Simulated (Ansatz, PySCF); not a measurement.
Reaction R1 → P1 + P2, each structure at its B3LYP-D3(BJ)/def2-TZVP stationary point, reached from a drawn start (curvature not checked).
R1: CH3Cl3Si (SMILES C[Si](Cl)(Cl)Cl), charge 0, multiplicity 1.
P1: CH2Cl2Si (SMILES C=[Si](Cl)Cl), charge 0, multiplicity 1.
P2: HCl (SMILES Cl), charge 0, multiplicity 1.

P less R. No zero-point or thermal terms.

Run with Ansatz (Gaussian orbitals); PySCF for the D3/D4 terms. All values are computed, each at the level named.

Question: What reaction energy does BHLYP-D4/def2-TZVPP give?

Answer: 372 kJ/mol

Question: Predict the reaction energy from r2SCAN/def2-TZVPP.

Answer: 358 kJ/mol

Question: What reaction energy does CAM-B3LYP-D4/def2-TZVPP give?

Answer: 361 kJ/mol

Ansatz is a first-principles code.
